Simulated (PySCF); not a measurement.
From one molecule to another.

First species: C6H15N.
SMILES: `CC(C)[C@H](C)CN`

Second species: 3,3-dimethylbutylamine, C₆H₁₅N.
SMILES: `CC(C)(C)CCN`

Levels: PBE0/def2-SVPD for dipole moment, HOMO energy, LUMO energy, HOMO–LUMO gap, static isotropic polarisability and electronic spatial extent ⟨r²⟩ about the centre of nuclear charge; TDDFT PBE0/def2-SVPD for lowest singlet excitation; PBE0-D3(BJ)/def2-SVP for rotational constant A and rotational constant C. Geometries: PBE0-D3(BJ)/def2-SVP. Each species is one conformer at its optimised geometry, gas phase, non-relativistic unless stated. Electronic properties by PySCF.

The conformers computed, where there is a choice (atom-mapped SMILES and torsion angles):
- `[CH3:1][CH:2]([CH3:3])[C@H:4]([CH3:5])[CH2:6][NH2:7]`: C1–C2–C4–C5 -71°, C2–C4–C6–N7 -57°, H–N7–C6–C4 -70°, H–N7–C6–C4 172°
- `[CH3:1][C:2]([CH3:3])([CH3:4])[CH2:5][CH2:6][NH2:7]`: C1–C2–C5–C6 180°, C2–C5–C6–N7 180°, H–N7–C6–C5 -58°, H–N7–C6–C5 58°

```tsv
property	column X	column Y
dipole moment	1.32 D	1.37 D
HOMO energy	-6.83 eV	-6.80 eV
LUMO energy	0.71 eV	0.57 eV
HOMO–LUMO gap	7.54 eV	7.37 eV
lowest singlet excitation	6.19 eV	6.21 eV
static isotropic polarisability	84.2 au	84.7 au
electronic spatial extent ⟨r²⟩ about the centre of nuclear charge	959 bohr²	1038 bohr²
rotational constant A	3.085 GHz	4.106 GHz
rotational constant C	1.573 GHz	1.390 GHz
```

Problem. Which column belongs to which species?

Solution. Column X is the first species and column Y the second. The first has 22 atoms and 58 electrons, the second 22 and 58.

Problem. How does each property change from the first species to the second?

Solution. dipole moment +0.05 D; HOMO energy +0.03 eV; LUMO energy -0.14 eV; HOMO–LUMO gap -0.17 eV; lowest singlet excitation +0.02 eV; static isotropic polarisability +0.5 au; electronic spatial extent ⟨r²⟩ about the centre of nuclear charge +79 bohr²; rotational constant A +1.021 GHz; rotational constant C -0.183 GHz.

On the first: The dipole equals about 4.4 × 10⁻³⁰ C·m (1 D = 3.33564 × 10⁻³⁰ C·m). A dipole of 1.32 D is allowed in C1, and pure rotational transitions are dipole-allowed.

On the second: The dipole matches unit charges of opposite sign 0.28 Å apart (1 e·Å = 4.8032 D). The principal polarisabilities are 79.8, 81.0 and 93.2 au; their mean is the isotropic value.
